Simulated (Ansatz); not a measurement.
Geometry optimisation, Ansatz 0.2.0, RHF/def2-SVP.

The input (input.yaml):

```yaml
crystal:
  periodic: [false, false, false]
  atoms:
    - { symbol: Ta, position_ang: [-0.116018, 0.048031, -0.081843] }
    - { symbol: O, position_ang: [1.857927, -0.011289, -0.043397] }
    - { symbol: H, position_ang: [2.363833, 0.10638, 0.751699] }
    - { symbol: F, position_ang: [-0.005022, 0.044639, 1.80685] }
    - { symbol: Cl, position_ang: [-0.115763, 0.372406, -2.415237] }
    - { symbol: "N", position_ang: [-0.970859, 1.778221, 0.135372] }
    - { symbol: H, position_ang: [-1.132145, 2.187199, 1.038406] }
    - { symbol: H, position_ang: [-1.275783, 2.369388, -0.616119] }
    - { symbol: Cl, position_ang: [-1.689636, -1.6704, -0.041949] }
    - { symbol: Cl, position_ang: [1.695476, -2.959014, -1.17142] }
    - { symbol: H, position_ang: [2.44689, -1.876161, -1.075862] }
basis:
  gaussian: { orbitals: def2-SVP }
hamiltonian:
  xc: hf
relax:
  f_tol: 0.03
  max_steps: 50
```

Command:

```bash
$ ansatz run input.yaml --threads 4 --pin off --max-ram 5120MiB --backend cpu --events-out ev --progress --plain --runs-dir out
```

**Question.** Where does it end, and by what steps?

**Answer.** The forces met the threshold. After 9 steps the energy has fallen by 0.180 eV; Cl10 moved furthest, 0.80 Å.

```json
{"step": "0", "energy less start (eV)": "0.0000", "largest force component (eV/Å)": "1.387", "accepted": "yes"}
{"step": "1", "energy less start (eV)": "-0.0979", "largest force component (eV/Å)": "0.926", "accepted": "yes"}
{"step": "2", "energy less start (eV)": "-0.1284", "largest force component (eV/Å)": "0.985", "accepted": "yes"}
{"step": "3", "energy less start (eV)": "-0.1565", "largest force component (eV/Å)": "0.522", "accepted": "yes"}
{"step": "4", "energy less start (eV)": "-0.1657", "largest force component (eV/Å)": "0.228", "accepted": "yes"}
{"step": "5", "energy less start (eV)": "-0.1738", "largest force component (eV/Å)": "0.153", "accepted": "yes"}
{"step": "6", "energy less start (eV)": "-0.1775", "largest force component (eV/Å)": "0.146", "accepted": "yes"}
{"step": "7", "energy less start (eV)": "-0.1787", "largest force component (eV/Å)": "0.158", "accepted": "yes"}
{"step": "8", "energy less start (eV)": "-0.1790", "largest force component (eV/Å)": "0.058", "accepted": "yes"}
{"step": "9", "energy less start (eV)": "-0.1801", "largest force component (eV/Å)": "0.021", "accepted": "yes"}
```

```xyz
11
Properties=species:S:1:pos:R:3
Ta -0.244 0.113 0.018
O 1.620 -0.190 0.068
H 2.322 -0.012 0.678
F -0.248 0.208 1.908
Cl -0.268 0.342 -2.337
N -0.944 1.930 0.141
H -1.101 2.376 1.028
H -1.179 2.522 -0.635
Cl -1.725 -1.688 0.045
Cl 2.409 -3.234 -1.420
H 2.418 -1.978 -1.208
```

Whether the end is a true minimum wasn't checked by a vibrational analysis.

The run took 26 s on 4 threads of Arm Neoverse V1, on a shared host, peak memory 0.46 GiB.
